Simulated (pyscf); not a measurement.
O=Cr(=O)(F)–SH, singlet

Gas-phase minimum from PySCF at ωB97X-D3(BJ)/def2-SVP, one conformer. 

SMILES: [O]=[Cr](=[O])([F])[SH]
```xyz
6

O     -0.5079    -0.1448     1.4990
Cr    -1.2817    -0.4335     0.2180
O     -1.2012    -1.9139    -0.1242
F     -2.8865     0.0957     0.3536
S     -0.2367     0.5484    -1.4151
H      0.0374     1.6467    -0.6787
```
Charge 0, spin multiplicity 1.

Bonds (Å): O1–Cr2 1.524, Cr2–O3 1.522, Cr2–F4 1.695, Cr2–S5 2.173, S5–H6 1.350. Bond angles (°): O1–Cr2–O3 110.3, O1–Cr2–F4 110.7, O1–Cr2–S5 107.6, O3–Cr2–F4 111.8, O3–Cr2–S5 104.2, F4–Cr2–S5 112.0, Cr2–S5–H6 93.2.

Properties at ωB97X-D3(BJ)/def2-SVP:

* **Harmonic wavenumbers, unscaled**: 189, 208, 274, 297, 336, 403, 498, 702, 787, 1199, 1206, 2748 cm⁻¹
* **Zero-point energy**: 12.6 kcal/mol
* **Rotational symmetry number**: 1
* **Entropy of this conformer at 298 K and 1 atm, rigid rotor and harmonic oscillator, modes under 100 cm⁻¹ raised to 100**: 327.9 J/(mol K)
* **Dipole moment**: 1.82 D

Single-point totals, which compare only within one level:

```json
[
 {"level": "ωB97X-D3(BJ)/def2-TZVP", "total energy (hartree)": "-1693.72699"},
 {"level": "PBE/def2-TZVP", "total energy (hartree)": "-1693.19240"},
 {"level": "r²SCAN/def2-TZVP", "total energy (hartree)": "-1693.64642"},
 {"level": "B3LYP-D3(BJ)/def2-TZVP", "total energy (hartree)": "-1693.80592"},
 {"level": "PBE0-D3(BJ)/def2-TZVP", "total energy (hartree)": "-1693.13740"},
 {"level": "M06-2X/def2-TZVP", "total energy (hartree)": "-1693.49594"},
 {"level": "ωB97M-D3(BJ)/def2-TZVP", "total energy (hartree)": "-1693.84406"}
]
```

Soft torsions are taken as harmonic, which can shift the entropy by several J/(mol K).
